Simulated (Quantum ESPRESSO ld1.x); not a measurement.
Values are calculated unless marked as measured or tabulated.
One sound ld1.x (Quantum ESPRESSO 7.5) input for the tin ion Sn+ gives E = -6173.42 hartree in 30 iterations:

```
 &input
    zed=50.0,
    iswitch=1,
    rel=2,
    dft='PZ',
    config='[Kr] 4d10 5s2 5p1',
    lsmall=.true.,
    prefix='ld1',
    max_out_wfc=37,
    file_charge='ld1.rho',
 /
```

Changed or added lines, one case at a time, and what came of them:

- config='[Kr] 4d10 5s2 5p1 5g1': refused. The program stops in el_config with "l not found:G": the config string knows s, p, d and f alone.
- config='[Kr] 4d10 5s2 5p1 6d-1': harmless. A negative occupation marks a state as unused; the result equals that of the sound run.
- tr2=1e-22: usable despite the warning. The threshold lies below the rounding noise, so the cycle runs to its limit and warns, but the energy differs from the sound run by less than 1e-5 hartree.
- config='[Kr] 4d10 5s2 5p1 6s4': refused. The program stops in el_config with "wrong occupancy:4": an s shell holds at most 2 electrons.
- lsd=1: refused. The program stops in ld1_readin with "local spin density and spin-orbit not allowed": spin polarisation goes with rel = 0 or 1 alone.
- config='[Cd] 4d10 5s2 5p1': refused. The program stops in el_config with "wrong core: Cd": the cores known are He, Ne, Ar, Kr, Xe, Hg and Rn.
- zed=118.0: refused. The program stops in ld1_readin with "wrong nuclear charge zed: 118.00": zed must lie above 0 and at most 103.
